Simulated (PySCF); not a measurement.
A structure optimised at PBE-D3(BJ)/def2-SVP, used in a PySCF frequency run:

```
Sn
O 1 1.9871
H 2 0.9795 1 108.07
O 1 1.9955 2 106.84 3 42.10
H 4 0.9790 1 109.08 2 -159.76
Cl 1 2.3633 2 112.27 3 -75.85
Br 1 2.4850 2 106.90 3 164.47
```
Charge 0, spin multiplicity 1.

Problem. Write its SMILES and formula.

Solution. [OH][Sn]([OH])([Cl])[Br], BrClH₂O₂Sn

Problem. What are its rotational constants (standard atomic weights)?

Solution. 1.8457, 0.90618, 0.77332 GHz
